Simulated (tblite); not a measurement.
Compound: C5H10O4S.
Structure used (GFN2-xTB), in Å, numbered top down from 1:
```
atom  x, y, z in Å
C1     3.0981   -0.5091    0.7460
O2     1.9802   -1.3433    0.5047
C3     1.1875   -0.9235   -0.5521
O4     0.4799    0.2659   -0.2734
C5    -0.4926    0.1194    0.7045
C6    -1.2834    1.4143    0.9091
C7    -2.4770    1.1551   -0.0106
S8    -2.0401   -0.6304   -0.0130
O9    -1.8893   -1.2031   -1.3211
O10   -2.8040   -1.3651    0.9555
H11    3.6324   -0.9500    1.5838
H12    3.7498   -0.4745   -0.1334
H13    2.7869    0.5085    0.9993
H14    0.4892   -1.7411   -0.7652
H15    1.7860   -0.6859   -1.4431
H16   -0.1128   -0.3744    1.6032
H17   -1.5957    1.5073    1.9474
H18   -0.6950    2.2856    0.6246
H19   -2.3538    1.5597   -1.0083
H20   -3.4515    1.3953    0.3968
```

Computed with GFN2-xTB (tblite): harmonic, unscaled wavenumbers at the GFN2-xTB geometry, gas phase. The method is semi-empirical: single wavenumbers can be off by several per cent or more. One conformer, not necessarily the lowest.

Harmonic wavenumbers (cm⁻¹): 43.1, 54.8, 69.8, 123.7, 133.4, 184.7, 195.6, 258.6, 306.3, 358.9, 394.7, 406.4, 477.2, 568.5, 621.7, 695.8, 718.4, 794.9, 843.9, 945.4, 955.8, 992.9, 1015.9, 1045.7, 1056.2, 1075.6, 1105.4, 1111.3, 1131.1, 1148.0, 1157.9, 1177.0, 1201.6, 1256.0, 1261.7, 1265.9, 1286.3, 1329.0, 1396.8, 1410.7, 1435.5, 1445.6, 1461.3, 1481.7, 2899.4, 2924.9, 2929.8, 2944.1, 2953.4, 3011.5, 3019.1, 3040.1, 3052.4, 3066.8.

A = 2257, B = 728.7, C = 656.4 MHz; mass 166.030 u (most abundant isotopes); point group C1, symmetry number 1.

**Question.** What is the zero-point energy?

**Answer.** ½Σν̃ = 33621 cm⁻¹ = 402.20 kJ/mol.

**Question.** What is S at 298.15 K and 1 bar for an ideal gas of classical rigid rotors and harmonic oscillators?

**Answer.** Translation 172.61, rotation 125.84, vibration 143.34: S = 441.8 J/(mol K).

**Question.** And Cp and H(298.15 K) − H(0)?

**Answer.** Cp = 172.43 J/(mol K), of which vibrations give 139.17 (their classical limit is 54 R = 449.0); H(298.15 K) − H(0) = 31.63 kJ/mol without the zero-point energy, 21.71 from vibrations.

**Question.** How do the functions run with temperature in this model?

**Answer.** 
| T (K) | S (J/(mol K)) | Cp (J/(mol K)) | H − H(0) (kJ/mol) | G − H(0) (kJ/mol) | ln q(vib) |
| --- | --- | --- | --- | --- | --- |
| 100 | 308.8 | 87.4 | 6.03 | -24.85 | 2.36 |
| 200 | 382.4 | 128.9 | 16.88 | -59.60 | 5.54 |
| 300 | 442.9 | 173.3 | 31.95 | -100.91 | 8.54 |
| 500 | 552.0 | 257.2 | 75.39 | -200.60 | 14.29 |
| 800 | 691.9 | 336.5 | 165.62 | -387.89 | 22.47 |
| 1000 | 770.8 | 369.7 | 236.42 | -534.33 | 27.53 |

q(vib) and H(0) count from the zero-point level.

**Question.** Blend soft modes into free rotors: weight 1/[1 + (100 cm⁻¹/ν̃)⁴] for the oscillator and the rest for a rotor with moment μB/(μ + B), μ = h/(8π²ν), B = 10⁻⁴⁴ kg m². What vibrational entropy results?

**Answer.** 129.09 J/(mol K) in place of 143.34, which changes −T·S at 298.15 K by +4.25 kJ/mol.

**Question.** Which modes carry the vibrational entropy at 298.15 K?

**Answer.** 43.1 cm⁻¹: 21.39; 54.8 cm⁻¹: 19.40; 69.8 cm⁻¹: 17.40; 123.7 cm⁻¹: 12.73; 133.4 cm⁻¹: 12.12; 184.7 cm⁻¹: 9.54 J/(mol K); the other 48 give 50.77 together.

**Question.** What must be added to the electronic energy to get the Gibbs energy at 298.15 K and 1 bar?

**Answer.** ZPE + [H(298.15 K) − H(0)] − T·S = 402.20 + 31.63 − 131.72 = 302.11 kJ/mol.

Hindered rotation and anharmonicity are outside this model. Other conformers, if any are populated, would add a mixing term that is left out. The structure is chiral; the term R ln 2 for an equal mix with its mirror image is left out.

Run on one thread of an x86-64 server, no GPU, on a shared host. The figure is for the frequency step alone.
